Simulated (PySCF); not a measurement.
**Static response to an electric field**

C4H6GeOSi.
Structure used (PBE0-D3(BJ)/def2-SVP), in Å, numbered top down from 1:
```
atom  x, y, z in Å
C1     3.527   -1.890    0.616
C2     2.633   -1.132    0.292
C3     1.623   -0.280   -0.073
C4     0.723    0.484   -0.397
Ge5   -0.697    1.651   -0.884
O6    -2.166    0.679   -1.075
Si7   -2.847   -0.616   -0.286
H8     4.319   -2.558    0.903
H9    -0.913    2.674    0.240
H10   -0.415    2.291   -2.246
H11   -4.090   -0.988   -1.020
H12   -1.913   -1.782   -0.258
H13   -3.197   -0.253    1.123
```

Level: B3LYP/def2-SVPD (PySCF), static field, nuclei fixed, core orbitals frozen in the response. The polarisability tensor in these axes (au):

```
x   142.66 -35.25  16.56
y   -35.25 114.64 -14.54
z    16.56 -14.54  84.39
```

**Question.** Give the principal values, the mean and the anisotropy Δα = √{½[(α1 − α2)² + (α2 − α3)² + (α1 − α3)²]}.

**Answer.** Principal values 78.37, 91.28 and 172.04 au; mean 113.90 au = 16.88 Å³ = 18.78 × 10⁻⁴⁰ C²·m²/J; Δα = 87.94 au (77 % of the mean).

**Question.** What is the dipole moment, and where does it point?

**Answer.** (1.27, 0.13, 0.45) D, 1.35 D in size, pointing from the negative to the positive side. Measured along this direction, the outermost atoms are H11 at the negative end and H8 at the positive end.

**Question.** How large is μ²/3kT at 298 K beside α?

**Answer.** In Gaussian units μ²/3kT = 14.77 Å³ against 16.88 Å³, a ratio of 0.88; the Debye molar polarisation (4π/3)N_A(α + μ²/3kT) is 79.8 cm³/mol, leaving out the vibrational part.

**Question.** Molar refractivity from α?

**Answer.** Lorentz–Lorenz: R = (4π/3)N_A α = 2.5225 cm³/(mol·Å³) × 16.88 Å³ = 42.6 cm³/mol, in the limit of long wavelengths.

**Question.** What depolarisation ratio follows for Rayleigh scattering of linearly polarised light, taking the static tensor?

**Answer.** ρ = 3Δα²/(45ᾱ² + 4Δα²) = 23199.0/(583749 + 30932.0) = 0.0377.

**Question.** What are the principal values of the traceless quadrupole moment, Θ = ½Σq(3rr − r²1), about the centre of nuclear charge?

**Answer.** -7.16, -4.67, 11.82 D·Å. The values depend on the origin, since the dipole doesn't vanish. The electronic extent ⟨r²⟩ about the same centre is 1933 bohr², a root-mean-square distance of 2.54 Å for the 84 electrons.

**Question.** Form Σ f/ω² (atomic units) for the 6 lowest TDDFT singlets, given as eV and f, and set it beside the mean polarisability, which is this sum over all singlets: 4.33, 0.0001; 4.53, 0.0025; 4.61, 0.0001; 5.75, 0.0006; 6.13, 0.0835; 6.17, 0.0092.

**Answer.** They add up to 1.93 au, 1.7 % of the 113.90 au; the largest single term is 1.64 au, from the state at 6.13 eV. Terms in order: 0.00, 0.09, 0.00, 0.01, 1.64, 0.18 au. Higher excitations give the rest. The strengths listed sum to 0.096.

Geometry: PBE0-D3(BJ)/def2-SVP, one conformer, isolated molecule. The calculation is non-relativistic, for germanium too.
